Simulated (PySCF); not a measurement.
Record of a relaxation.

Species: H4SSn.
Atom-mapped SMILES: `[SH:1][SnH3:2]` (hydrogens: H3 on S1; H4, H5, H6 on Sn2)

Method: PBE0-D3(BJ)/def2-SVP geometry optimisation, gas phase, def2 core potentials past Kr in PySCF; density fitting, grid level 1; the optimiser is geomeTRIC in internal coordinates, started from a GFN2-xTB structure with every atom displaced at random (about 0.01 Å). The frame can shift and turn from step to step; on so coarse a grid that alone can change the energy by a few meV, and forces under 0.02 eV/Å are noise.

Step 0: E = -16724.7484 eV, largest atomic force 0.935 eV/Å
```
atom  x, y, z in Å  |  force x, y, z in eV/Å
S1      1.652   -0.862   -0.317   -0.335  -0.773  -0.406
Sn2    -0.586    0.013   -0.031    0.358   0.078  -0.142
H3      2.217    0.204    0.217    0.419   0.743   0.374
H4     -0.865    0.281    1.591   -0.105   0.070   0.688
H5     -1.623   -1.134   -0.648   -0.353  -0.500  -0.244
H6     -0.770    1.468   -0.858    0.016   0.383  -0.272
```

Step 1: E = -16724.7813 eV, largest atomic force 0.447 eV/Å
```
atom  x, y, z in Å  |  force x, y, z in eV/Å
S1      1.875   -0.856   -0.254    0.023   0.289   0.144
Sn2    -0.387   -0.005    0.047   -0.222   0.085   0.080
H3      2.446    0.261    0.281   -0.118  -0.261  -0.126
H4     -0.682    0.265    1.748    0.056  -0.070  -0.438
H5     -1.431   -1.238   -0.593    0.240   0.269   0.150
H6     -0.563    1.484   -0.839    0.022  -0.312   0.190
```

Step 2: E = -16724.8021 eV, largest atomic force 0.095 eV/Å
```
atom  x, y, z in Å  |  force x, y, z in eV/Å
S1      1.866   -0.851   -0.248    0.015   0.019   0.016
Sn2    -0.388    0.000    0.048    0.045  -0.009  -0.005
H3      2.438    0.255    0.280    0.005  -0.023  -0.012
H4     -0.686    0.262    1.708   -0.016   0.010   0.088
H5     -1.404   -1.213   -0.578   -0.043  -0.076  -0.035
H6     -0.568    1.458   -0.820   -0.006   0.079  -0.052
```

Step 3: E = -16724.8032 eV, largest atomic force under 0.02 eV/Å
```
atom  x, y, z in Å  |  force x, y, z in eV/Å
S1      1.867   -0.850   -0.244   -0.007   0.003   0.008
Sn2    -0.389    0.001    0.048   -0.005   0.010  -0.004
H3      2.443    0.254    0.280    0.006  -0.002  -0.002
H4     -0.690    0.263    1.714   -0.004   0.000  -0.003
H5     -1.403   -1.221   -0.581    0.009  -0.004   0.000
H6     -0.569    1.464   -0.826    0.001  -0.007   0.001
```

Step 4: E = -16724.8033 eV, largest atomic force under 0.02 eV/Å
```
atom  x, y, z in Å  |  force x, y, z in eV/Å
S1      1.867   -0.850   -0.240   -0.005  -0.002   0.006
Sn2    -0.389    0.002    0.048   -0.003   0.004   0.000
H3      2.446    0.254    0.281    0.003   0.003   0.000
H4     -0.695    0.264    1.713   -0.003   0.000  -0.006
H5     -1.399   -1.223   -0.583    0.007  -0.001   0.000
H6     -0.570    1.464   -0.828    0.001  -0.005   0.000
```

**Question.** Summarise the path.

**Answer.** The energy falls by 0.0548 eV from step 0 to step 4; nine tenths of that is first reached at step 2. It falls at every step. The largest force goes from 0.935 to under 0.02 eV/Å. Among the bonds Sn2–H4 changes most, from 1.668 to 1.713 Å; the atoms move by 0.039 Å rms after alignment.

**Question.** Follow the three bonds and two angles with the largest change from start to end.

**Answer.** 
| step | E above end (eV) | largest force (eV/Å) | Sn2–H4 (Å) | Sn2–H5 (Å) | S1–H3 (Å) | S1–Sn2–H5 (°) | H4–Sn2–H6 (°) |
| --- | --- | --- | --- | --- | --- | --- | --- |
| 0 | 0.0548 | 0.935 | 1.668 | 1.665 | 1.319 | 106.4 | 108.7 |
| 1 | 0.0220 | 0.447 | 1.748 | 1.737 | 1.364 | 105.3 | 110.2 |
| 2 | 0.0011 | 0.095 | 1.707 | 1.701 | 1.352 | 105.1 | 110.2 |
| 3 | 0.0001 | under 0.02 | 1.713 | 1.708 | 1.351 | 104.9 | 110.3 |
| 4 | 0.0000 | under 0.02 | 1.713 | 1.708 | 1.351 | 104.7 | 110.3 |

What follows is the cost of the whole optimisation. Hardware: an AMD EPYC 7B13 with one thread, shared host. Cost: 8.5 s of wall time, 0.30 GiB resident at most.
